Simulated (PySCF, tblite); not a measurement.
Isomers of C7H10O2Si. All values are computed: GFN2-xTB (tblite) harmonic vibrations without scaling, gas phase. The method is semi-empirical: single wavenumbers can be off by several per cent or more. Modes of hydrogen on silicon can be 10 to 20 % off. One conformer each.

Electronic energies: PBE0/pcSseg-1 single points on the GFN2-xTB geometries (PySCF, gas phase).

```json
{"SMILES": "C=C(C)/C=C(\\C=O)[SiH2]C=O", "electronic energy, lowest = 0 (kcal/mol)": "28.4"}
{"SMILES": "O=C1CC=C[Si@]12CCOC2", "electronic energy, lowest = 0 (kcal/mol)": "0.0"}
{"SMILES": "C#CCC[SiH2]/C=C/C(=O)O", "electronic energy, lowest = 0 (kcal/mol)": "23.8"}
{"SMILES": "CC#C[Si@@]1(C)C[C@H]1C(=O)O", "electronic energy, lowest = 0 (kcal/mol)": "4.3"}
```

Task: How do GFN2-xTB zero-point energies change the relative energies?

Result: 
```
                     SMILES  ZPE (kcal/mol)  of it from modes above 1550 cm⁻¹  electronic (kcal/mol)  with ZPE, lowest = 0 (kcal/mol)  lowest mode (cm⁻¹)  rings
       O=C1CC=C[Si@]12CCOC2            97.0                              47.4                    0.0                              0.0                  46      2
CC#C[Si@@]1(C)C[C@H]1C(=O)O            94.3                              49.9                    4.3                              1.7                  35      1
     C#CCC[SiH2]/C=C/C(=O)O            91.0                              50.0                   23.8                             17.8                  16      0
  C=C(C)/C=C(\C=O)[SiH2]C=O            90.3                              50.2                   28.4                             21.7                  25      0
```

The zero-point energies span 6.7 kcal/mol, from `C=C(C)/C=C(\C=O)[SiH2]C=O` to `O=C1CC=C[Si@]12CCOC2`. The order is unchanged.

Task: And how do the electronic energies of GFN2-xTB itself compare?

Result: `O=C1CC=C[Si@]12CCOC2` 0.0; `CC#C[Si@@]1(C)C[C@H]1C(=O)O` 17.5; `C#CCC[SiH2]/C=C/C(=O)O` 16.7; `C=C(C)/C=C(\C=O)[SiH2]C=O` 25.1 kcal/mol, lowest = 0. Against the energies above, taken from the same isomer `O=C1CC=C[Si@]12CCOC2`, the largest difference is 13.2 kcal/mol.

Task: What do entropy and thermal enthalpy add at 298.15 K and 1 bar (rigid rotor, harmonic oscillator, one conformer each)?

Result: 
```csv
SMILES,point group,symmetry number,S (cal/(mol K)),H − H(0) (kcal/mol),ZPE + H − H(0) − TS (kcal/mol)
O=C1CC=C[Si@]12CCOC2,C1,1,100.9,7.05,74.0
CC#C[Si@@]1(C)C[C@H]1C(=O)O,C1,1,117.2,8.90,68.3
C=C(C)/C=C(\C=O)[SiH2]C=O,C1,1,115.3,8.72,64.7
```

Not tabulated: `C#CCC[SiH2]/C=C/C(=O)O` (lowest mode only 16 cm⁻¹).
